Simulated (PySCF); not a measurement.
H₅BrOSi₂, SMILES [SiH3]O[SiH2]Br (PBE0/def2-SVP optimised geometry):

```
9

Si     1.821     0.284     0.000
O      0.155     0.284     0.000
Si    -1.250     1.133     0.000
Br    -1.071     2.925    -1.314
H      2.272    -1.133    -0.047
H      2.329     0.934     1.244
H      2.332     1.022    -1.191
H     -1.563     1.626     1.368
H     -2.332     0.277    -0.545
```

Level of theory: PBE0/def2-TZVP (PySCF).

Q: What are the frontier orbital energies and the dipole moment?

A: HOMO-2 -9.11 eV, HOMO-1 -8.69 eV, HOMO -8.42 eV, LUMO -0.24 eV, LUMO+1 0.22 eV; dipole moment 1.12 D.

Meta-Löwdin charges at PBE0/def2-TZVP: Si1 0.74, O2 -0.83, Si3 0.87, Br4 -0.28, H5 -0.10, H6 -0.11, H7 -0.10, H8 -0.10, H9 -0.10.
